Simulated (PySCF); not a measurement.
SMILES CO[Si]([S][GeH3])(OC)OC (C3H12GeO3SSi), singlet, GFN2-xTB optimised geometry.

```
21

Si    -0.56    -0.82     0.00
O     -1.03    -1.55     1.35
C     -2.34    -1.70     1.83
O      1.07    -0.82     0.00
C      1.88    -0.45     1.09
O     -1.24     0.66     0.00
C     -1.27     1.60    -1.05
S     -0.95    -1.82    -1.84
Ge     1.09    -1.56    -2.62
H     -2.83    -0.72     1.88
H     -2.27    -2.14     2.82
H     -2.91    -2.35     1.17
H      1.75     0.61     1.32
H      1.61    -1.03     1.97
H      2.91    -0.65     0.82
H     -1.55     1.11    -1.99
H     -0.29     2.07    -1.16
H     -2.02     2.35    -0.79
H      2.11    -2.42    -1.94
H      1.53    -0.12    -2.62
H      0.99    -2.00    -4.06
```

Density from PySCF with PBE0/def2-SVP at that geometry.

Minimum of the electron density along straight lines between bonded atoms, close to the bond critical point (lines longer than 1.1 times the sum of covalent radii, or with two minima, are not listed):

```
bond     length / Å  ρ at the minimum / e bohr⁻³  ∇²ρ there / e bohr⁻⁵  position (fraction from the first atom)
-------  ----------  ---------------------------  --------------------  ---------------------------------------
Si1–O2        1.607                        0.136                  1.15                                     0.41
O2–C3         1.404                        0.250                 -0.24                                     0.67
Si1–O4        1.629                        0.131                  1.08                                     0.41
O4–C5         1.410                        0.248                 -0.28                                     0.66
Si1–O6        1.624                        0.131                  1.09                                     0.41
O6–C7         1.407                        0.249                 -0.26                                     0.66
Si1–S8        2.130                        0.097                  0.18                                     0.35
S8–Ge9        2.201                        0.100                  0.06                                     0.56
C3–H10        1.090                        0.284                 -1.09                                     0.64
C3–H11        1.089                        0.284                 -1.10                                     0.64
C3–H12        1.091                        0.283                 -1.08                                     0.63
C5–H13        1.091                        0.282                 -1.08                                     0.63
C5–H14        1.089                        0.284                 -1.10                                     0.64
C5–H15        1.089                        0.284                 -1.10                                     0.64
C7–H16        1.093                        0.282                 -1.09                                     0.64
C7–H17        1.093                        0.282                 -1.07                                     0.63
C7–H18        1.089                        0.284                 -1.09                                     0.64
Ge9–H19       1.496                        0.143                  0.07                                     0.59
Ge9–H20       1.501                        0.142                  0.06                                     0.59
Ge9–H21       1.509                        0.139                  0.06                                     0.59
```
